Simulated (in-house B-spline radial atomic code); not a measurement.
Results of a calculation; reference values are marked as such.
# How size changes two electrons in a parabolic Ge dot with a double donor at its centre

For Ge the NSM archive of the Ioffe Institute lists m_l = 1.6 m0, m_t = 0.08 m0 and ε = 16.2; the model takes one isotropic valley with the conductivity mass 3/(1/m_l + 2/m_t) = 0.117 m0, and so misses anisotropy and the other valleys. All triplets below are those of one valley; with several valleys two electrons can form a triplet in the 1s orbital itself, at an energy set by the valley splitting. Real donors also feel a central-cell potential, which shifts the ground state; some double donors stay shallow and helium-like, others are deep centres that this model can't describe.

Effective-mass model with parabolic bands, a uniform dielectric constant, no image charges, no central-cell or spin-orbit terms. Two-electron levels come from full CI in B-splines with partial waves to l = 5 (up to 0.001 effective hartree above the limit).

Ha* = 12.13 meV, a* = 7.327 nm.

```csv
ħω (meV),s-p spacing (meV),J_ss (meV),"charging energy, CI (meV)","gap to the lowest triplet, CI (meV)",leading natural occupation
29.7,51.9,21.4,20.2,44,1.994
25.1,46.4,20.4,19.1,38.7,1.993
16.1,35.4,18.3,16.9,28.3,1.992
14.3,33.2,17.8,16.5,26.1,1.991
4.88,21.9,15.7,14,14.7,1.987
3.13,20.1,15.4,13.6,12.5,1.986
2.5,19.5,15.3,13.5,11.6,1.985
1.3,18.6,15.2,13.4,9.84,1.984
0.518,18.3,15.2,13.3,9.04,1.984
0.22,18.2,15.2,13.3,8.87,1.984
0.15,18.2,15.2,13.3,8.85,1.984
```

Q: With what end-to-end powers of ħω do the columns change between the first and last rows?

A: Spacing +0.20, J_ss +0.07, charging energy +0.08, triplet gap +0.30. In large dots the donor takes over: the spacing tends to 3/2 Ha* = 18.2 meV and the triplet gap to that of a helium-like centre, 0.7285 Ha* = 8.84 meV.

Q: Where does repulsion overtake the orbital spacing, and what happens to the ratio of triplet gap to spacing?

A: J_ss stays below the spacing in all rows. The ratio goes from 0.85 to 0.49, while the leading occupation goes from 1.994 to 1.984. The lowest triplet changes from sp to ss between 3.13 and 2.5 meV.
